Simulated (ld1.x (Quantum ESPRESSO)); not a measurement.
**tin: excitation energies, all-electron against ultrasoft**

ld1.x (Quantum ESPRESSO) 7.5 input, shortened:

```
&input
   title='Sn', zed=50., rel=2, dft='PBE', iswitch=3,
   config='[Kr] 4d10 5s2 5p1.75 5d-2', rel_dist='average'
 /
 &inputp
   pseudotype=3, tm=.true., lloc=-1, rcloc=2.60,
   nlcc=.true.,
   which_augfun='PSQ', rmatch_augfun_nc=.true.
 /
6
5S  1  0   2.00   0.00  1.75  2.35  0.0
5S  1  0   0.00  -0.10  1.75  2.35  0.0
5P  2  1   1.75   0.00  1.60  2.20  0.0
5P  2  1   0.00   1.20  1.60  2.20  0.0
5D  3  2  -2.00   0.05  2.00  2.65  0.0
5D  3  2  -2.00   2.60  2.00  2.65  0.0
 &test
   configts(1)='5s2 5p1.75'
 /
```

Open shells are filled in proportion to 2j + 1 (rel_dist='average').

Energies are relative to the spin-unpolarised reference configuration 5s2 5p1.75; without spin polarisation the order of configurations can differ from experiment.

```json
{"valence configuration": "5s2 5p2", "charge": "0", "ΔE all-electron (eV)": "-1.115", "error AE − PS (meV)": "-0.2"}
{"valence configuration": "5s2 5p1", "charge": "+1", "ΔE all-electron (eV)": "5.773", "error AE − PS (meV)": "-6.4"}
{"valence configuration": "5s2 5p0", "charge": "+2", "ΔE all-electron (eV)": "19.743", "error AE − PS (meV)": "-69"}
{"valence configuration": "5s2 5p2.3", "charge": "-0.3", "ΔE all-electron (eV)": "-1.967", "error AE − PS (meV)": "-1.0"}
{"valence configuration": "5s2 5p1.5", "charge": "+0.5", "ΔE all-electron (eV)": "1.507", "error AE − PS (meV)": "-0.4"}
{"valence configuration": "5s1 5p2", "charge": "+1", "ΔE all-electron (eV)": "13.402", "error AE − PS (meV)": "-35"}
{"valence configuration": "5s1 5p0", "charge": "+3", "ΔE all-electron (eV)": "50.714", "error AE − PS (meV)": "-382"}
```
